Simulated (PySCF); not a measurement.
Can point charges reproduce the dipole moment of 1-phenylphosphinan-4-one 1-oxide, `c1(ccccc1)P1(=O)CCC(CC1)=O`?

Coordinates (PBE0-D3(BJ)/def2-SVP, Å) and charges (e) from the PBE0/pcSseg-1 density (PySCF):

| atom | x | y | z | Mulliken | IAO | Hirshfeld | ESP-fitted |
| --- | --- | --- | --- | --- | --- | --- | --- |
| O1 | 3.756 | 0.832 | 0.185 | -0.3439 | -0.4034 | -0.2356 | -0.4993 |
| C2 | 2.750 | 0.194 | 0.373 | +0.1987 | +0.3865 | +0.1694 | +0.5463 |
| C3 | 2.083 | 0.145 | 1.738 | -0.2195 | -0.3134 | -0.0741 | -0.1908 |
| C4 | 0.605 | 0.550 | 1.713 | -0.4177 | -0.5114 | -0.1105 | -0.0919 |
| P5 | -0.290 | -0.579 | 0.593 | +0.9967 | +1.5039 | +0.4230 | +0.6893 |
| O6 | -0.256 | -2.009 | 1.047 | -0.6248 | -0.9324 | -0.4008 | -0.6358 |
| C7 | -1.969 | 0.059 | 0.368 | -0.4798 | -0.2789 | -0.0579 | -0.0550 |
| C8 | -3.013 | -0.843 | 0.597 | -0.0190 | -0.1295 | -0.0361 | -0.1180 |
| C9 | -4.335 | -0.431 | 0.436 | -0.0712 | -0.1443 | -0.0406 | -0.1065 |
| C10 | -4.616 | 0.878 | 0.048 | -0.0764 | -0.1367 | -0.0369 | -0.1652 |
| C11 | -3.575 | 1.781 | -0.180 | -0.0848 | -0.1477 | -0.0449 | -0.0232 |
| C12 | -2.253 | 1.373 | -0.022 | -0.0240 | -0.1426 | -0.0451 | -0.3380 |
| C13 | 0.627 | -0.287 | -0.958 | -0.4172 | -0.5118 | -0.1107 | -0.1122 |
| C14 | 2.105 | -0.624 | -0.733 | -0.2178 | -0.3134 | -0.0741 | -0.1801 |
| H15 | 2.665 | 0.785 | 2.417 | +0.1457 | +0.1617 | +0.0494 | +0.0712 |
| H16 | 2.147 | -0.896 | 2.102 | +0.1690 | +0.1681 | +0.0545 | +0.0806 |
| H17 | 0.478 | 1.593 | 1.380 | +0.1553 | +0.1458 | +0.0439 | +0.0369 |
| H18 | 0.155 | 0.460 | 2.713 | +0.1739 | +0.1670 | +0.0560 | +0.0721 |
| H19 | -2.761 | -1.862 | 0.901 | +0.1075 | +0.1762 | +0.0519 | +0.1505 |
| H20 | -5.150 | -1.137 | 0.613 | +0.1066 | +0.1576 | +0.0562 | +0.1393 |
| H21 | -5.652 | 1.200 | -0.078 | +0.1057 | +0.1565 | +0.0556 | +0.1448 |
| H22 | -3.797 | 2.807 | -0.483 | +0.1020 | +0.1557 | +0.0546 | +0.1241 |
| H23 | -1.445 | 2.087 | -0.204 | +0.0923 | +0.1437 | +0.0487 | +0.1935 |
| H24 | 0.189 | -0.931 | -1.736 | +0.1734 | +0.1667 | +0.0558 | +0.0768 |
| H25 | 0.496 | 0.759 | -1.278 | +0.1553 | +0.1463 | +0.0439 | +0.0418 |
| H26 | 2.174 | -1.687 | -0.443 | +0.1686 | +0.1680 | +0.0546 | +0.0794 |
| H27 | 2.696 | -0.475 | -1.647 | +0.1456 | +0.1617 | +0.0494 | +0.0694 |

Problem. What dipole does each set of charges give (1 e·Å = 4.803 D), and what does the density give?

Solution. The full density gives (-3.32, 2.32, -0.80) D, 4.13 D in size; dipole vectors point from the negative to the positive end.

```json
{"scheme": "Mulliken", "μx": "-2.53", "μy": "1.78", "μz": "-0.63", "size (D)": "3.16", "share of the full size (%)": "76", "angle to the full dipole (°)": "0"}
{"scheme": "IAO", "μx": "-3.53", "μy": "3.04", "μz": "-1.03", "size (D)": "4.78", "share of the full size (%)": "116", "angle to the full dipole (°)": "6"}
{"scheme": "Hirshfeld", "μx": "-2.48", "μy": "1.86", "μz": "-0.63", "size (D)": "3.16", "share of the full size (%)": "77", "angle to the full dipole (°)": "2"}
{"scheme": "ESP-fitted", "μx": "-3.34", "μy": "2.32", "μz": "-0.80", "size (D)": "4.15", "share of the full size (%)": "100", "angle to the full dipole (°)": "0"}
```

Problem. Which set comes closest?

Solution. Length of the difference vector: ESP-fitted 0.02 D, IAO 0.79 D, Hirshfeld 0.97 D, Mulliken 0.97 D. Closest: ESP-fitted. 

Problem. What is left for the Hirshfeld atoms' own dipoles?

Solution. The shares of the density sum to the whole, so what Σ q r misses lies in dipoles about the nuclei. The atomic dipoles sum to (-3.32, 2.32, -0.80) − (-2.48, 1.86, -0.63) = (-0.84, 0.46, -0.17) D, 0.97 D in size.

Problem. With the origin at the mean of the coordinates, (-0.600, 0.139, 0.350) Å, which are the largest single terms, by size, of the ESP-fitted dipole along the direction of the full one?

Solution. O1 +7.39, C2 -7.00, O6 +4.94, C12 -3.40, H21 +3.30 D; all 27 atoms together +4.15 D. The single terms depend on the origin, their sum doesn't.

Problem. Give the size of the full dipole in other units.

Solution. 4.13 D = 1.624 au = 0.859 e·Å = 13.77 × 10⁻³⁰ C·m.

Geometry: PBE0-D3(BJ)/def2-SVP, one conformer, isolated molecule.
